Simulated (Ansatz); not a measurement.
`C[CH]1[CH2][AlH]1` and `[BH2][Al]1[CH2][CH]1C` differ in one atom or group.

Ansatz, PBE0-D4/def2-TZVP geometries, multiplicity 1. 

```
                                          property  `C[CH]1[CH2][AlH]1`
                HOMO energy (PBE0/def2-TZVPP) / eV                -5.69
    size of the dipole moment (PBE/def2-TZVPP) / D                 0.60
                LUMO energy (PBE0/def2-TZVPP) / eV                -1.28
size of the dipole moment (ωB97M-V/def2-TZVPP) / D                 0.92
           HOMO–LUMO gap (ωB97M-V/def2-TZVPP) / eV                 8.10
               LUMO energy (B3LYP/def2-TZVPP) / eV                -1.51
```

Task: What does the change do to each property? (Best estimate.)

Result: Ansatz gave: 
| property | `[BH2][Al]1[CH2][CH]1C` | shift |
| --- | --- | --- |
| HOMO energy (PBE0/def2-TZVPP) / eV | -5.45 | 0.24 |
| size of the dipole moment (PBE/def2-TZVPP) / D | 1.23 | 0.63 |
| LUMO energy (PBE0/def2-TZVPP) / eV | -2.43 | -1.15 |
| size of the dipole moment (ωB97M-V/def2-TZVPP) / D | 0.48 | -0.44 |
| HOMO–LUMO gap (ωB97M-V/def2-TZVPP) / eV | 6.65 | -1.45 |
| LUMO energy (B3LYP/def2-TZVPP) / eV | -2.58 | -1.07 |

With PBE0 the HOMO rises by 0.24 eV and the LUMO falls by 1.15 eV, so the gap narrows by about 1.39 eV. PBE moves the HOMO by -0.06 eV and ωB97M-V by 0.51 eV. Dipoles are sizes alone; their direction can turn.

B3LYP here is the variant with VWN-RPA as its local correlation; programs differ in this.
